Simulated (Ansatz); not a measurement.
CH$_{7}$BN$_{2}$, SMILES `NBCN`. Charge 0, multiplicity 1.

```xyz
11

N    -1.492   -1.111   -0.528
B    -0.223   -0.547   -0.610
C     0.386    0.255    0.603
N     1.510    1.105    0.227
H    -2.088   -1.023    0.278
H    -1.893   -1.665   -1.265
H     0.396   -0.704   -1.626
H     0.756   -0.505    1.308
H    -0.416    0.785    1.147
H     1.258    1.721   -0.533
H     1.805    1.689    0.999
```

Problem. What are the harmonic wavenumbers in cm⁻¹ at PBE0-D4/def2-TZVP (Ansatz, finite differences of forces, unscaled)? (An estimate is asked.)

Solution. Ansatz gave: 28, 222, 267, 420, 520, 584, 771, 808, 841, 945, 1005, 1096, 1128, 1164, 1261, 1340, 1436, 1469, 1643, 1665, 2596, 2936, 3010, 3531, 3612, 3613, 3712.

Problem. Is this a minimum?

Solution. Yes, all 27 modes are real.

Problem. Give the ideal-gas thermochemistry at 298.15 K and 1 bar (rigid rotor, harmonic oscillator; point group C1, symmetry number 1).

Solution. Zero-point energy 249.0 kJ/mol; H(298) − E = 266.7 kJ/mol; entropy 313.4 J/(mol·K), of which translation 159.5, rotation 101.4, vibration 52.5; G(298) − E = 173.2 kJ/mol. Modes under 100 cm⁻¹ are hindered rotations or soft bends, so the harmonic entropy is rough.
